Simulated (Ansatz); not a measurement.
Geometry optimisation, RKS PBE0-D4/def2-SVP in Ansatz 0.2.0.

The input (input.yaml):

```yaml
crystal:
  periodic: [false, false, false]
  atoms:
    - { symbol: B, position_ang: [-0.112824, 0.397116, -0.345359] }
    - { symbol: F, position_ang: [0.118934, 0.098853, 2.147836] }
    - { symbol: F, position_ang: [0.926684, -0.357013, -0.680349] }
    - { symbol: O, position_ang: [-1.372353, -0.016952, -0.548119] }
    - { symbol: H, position_ang: [-1.42134, -0.924468, -0.874302] }
    - { symbol: H, position_ang: [0.069399, 1.512329, 0.056739] }
    - { symbol: H, position_ang: [0.102101, 0.968935, 1.836254] }
basis:
  gaussian: { orbitals: def2-SVP }
hamiltonian:
  xc: pbe0
  dispersion: d4
relax:
  f_tol: 0.03
  max_steps: 50
```

Launched with:

```bash
$ ansatz run input.yaml --threads 1 --pin off --max-ram 2048MiB --backend cpu --events-out ev --progress --plain --runs-dir out
```

Where does it end, and by what steps?

The run converged. The force dipped under the threshold on the way, but the program's further checks kept it going. After 45 steps the energy has fallen by 0.136 eV; F3 moved furthest, 1.16 Å.

```csv
step,energy less start (eV),largest force component (eV/Å),accepted
0,0.0000,0.255,yes
2,-0.0069,0.267,yes
4,-0.0085,0.141,yes
6,-0.0094,0.351,yes
8,-0.0091,0.271,no
10,-0.0143,0.592,yes
12,-0.0372,0.067,yes
14,-0.0480,0.278,yes
16,-0.0817,0.418,yes
18,-0.1009,0.313,yes
20,-0.0912,0.503,no
22,-0.1263,0.045,yes
24,-0.1279,0.234,yes
26,-0.1311,0.021,yes
28,-0.1315,0.080,yes
30,-0.1322,0.032,yes
32,-0.1326,0.087,yes
34,-0.1330,0.041,yes
36,-0.1335,0.119,yes
38,-0.1340,0.063,yes
40,-0.1230,0.662,no
42,-0.1353,0.093,yes
44,-0.1355,0.037,yes
45,-0.1359,0.019,yes
```

```xyz
7
Properties=species:S:1:pos:R:3
B 0.145 0.463 -0.643
F -0.290 0.548 2.623
F 0.515 -0.160 -1.752
O -0.854 -0.067 0.105
H -1.213 -0.892 -0.247
H 0.672 1.484 -0.300
H -0.665 0.303 1.807
```

Time of the run: 97 s on 1 thread of Arm Neoverse V1 (shared host), peak memory 0.14 GiB.
